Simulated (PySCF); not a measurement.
**Electronic absorption of C6H10GeO2Si**

Species: C₆H₁₀GeO₂Si.
SMILES with atom numbers: `[GeH3:1][O:2][SiH2:3][O:4][c:5]1[cH:6][cH:7][cH:8][cH:9][cH:10]1` (hydrogens: H11, H12, H13 on Ge1; H14, H15 on Si3; H16 on C6; H17 on C7; H18 on C8; H19 on C9; H20 on C10)

Geometry (PBE0-D3(BJ)/def2-SVP, Å), atoms numbered from 1 in this order:
```xyz
20
C6H10GeO2Si angstrom
Ge     3.757   -1.362   -0.225
O      3.174    0.135   -1.016
Si     1.692    0.830   -1.069
O      0.707   -0.200   -0.178
C     -0.610   -0.132    0.116
C     -1.166   -1.167    0.875
C     -2.517   -1.140    1.203
C     -3.330   -0.086    0.782
C     -2.773    0.943    0.026
C     -1.420    0.927   -0.309
H      5.254   -1.417   -0.559
H      3.003   -2.560   -0.822
H      3.522   -1.245    1.289
H      1.188    0.917   -2.468
H      1.708    2.179   -0.435
H     -0.517   -1.984    1.196
H     -2.941   -1.954    1.797
H     -4.390   -0.068    1.041
H     -3.396    1.775   -0.311
H     -0.995    1.741   -0.902
```

Method used: TDDFT CAM-B3LYP/def2-SVPD, vertical, gas phase, core orbitals frozen in the response (PySCF). The CAM-B3LYP/def2-SVPD calculation is non-relativistic and has no spin–orbit coupling, an omission that weighs most on germanium.

```csv
state,E (eV),E (kJ/mol),λ (nm),f,"main configurations (H = HOMO, L = LUMO)"
S1,5.23,505,237.1,0.022,"H→L+1 (75%), H-1→L+3 (22%)"
S2,5.97,576,207.8,0.082,"H→L+3 (72%), H-1→L+1 (25%)"
S3,6.40,617,193.8,0.0000,"H→L (65%), H→L+4 (15%), H→L+5 (9%)"
S4,6.52,629,190.3,0.0027,"H→L+2 (65%), H→L+5 (19%)"
S5,6.87,663,180.5,0.0030,"H→L+4 (59%), H→L+6 (16%), H→L (13%)"
S6,6.92,668,179.1,0.836,"H-1→L+1 (70%), H→L+3 (24%)"
S7,6.99,675,177.3,0.392,"H-1→L+3 (73%), H→L+1 (22%)"
S8,7.14,688,173.8,0.0007,"H-2→L (32%), H-1→L+4 (15%), H-1→L (15%)"
S9,7.18,693,172.7,0.0041,"H-2→L (37%), H→L+6 (17%), H-1→L+4 (11%)"
S10,7.28,703,170.3,0.018,"H→L+5 (47%), H→L+2 (11%), H→L+4 (9%)"
```

Triplets, Tamm–Dancoff:

```json
{"state": "T1", "E (eV)": "4.03", "λ (nm)": "307.7", "main configurations (H = HOMO, L = LUMO)": "H→L+3 (59%), H-1→L+1 (33%)"}
{"state": "T2", "E (eV)": "4.39", "λ (nm)": "282.7", "main configurations (H = HOMO, L = LUMO)": "H→L+1 (93%)"}
{"state": "T3", "E (eV)": "4.73", "λ (nm)": "261.9", "main configurations (H = HOMO, L = LUMO)": "H-1→L+1 (62%), H→L+3 (35%)"}
{"state": "T4", "E (eV)": "5.44", "λ (nm)": "227.8", "main configurations (H = HOMO, L = LUMO)": "H-1→L+3 (95%)"}
```

The lowest singlet comes at 237 nm (505 kJ/mol) in the ultraviolet; it is weak; its leading configuration is HOMO→LUMO+1 (75%). The strongest level in the table is S6 at 6.92 eV (179 nm, f = 0.836). Löwdin shares by element: HOMO carbon 49% or more, oxygen 18% or more (atoms not listed hold the other 33%); LUMO germanium 34%, hydrogen 21% or more, oxygen 12% or more (atoms not listed hold the other 32%). Of the 10 states listed, 5 reach f = 0.01 and 1 stays under 0.0005. Weighted by f, the mean energy of these states is 6.86 eV. Orbital energies (eV): HOMO-3 -10.60, HOMO-2 -9.88, HOMO-1 -8.64, HOMO -7.87, LUMO 0.66, LUMO+1 0.71, LUMO+2 0.86. No computed singlet lies in the visible range (380 to 750 nm); the lowest, at 237 nm, stands 1.97 eV above its violet end (3.26 eV). All these states lie below the vertical ionisation energy of 8.48 eV (ΔSCF). Singlets were solved by full linear response, triplets in the Tamm–Dancoff approximation.

One conformer stands for the species.
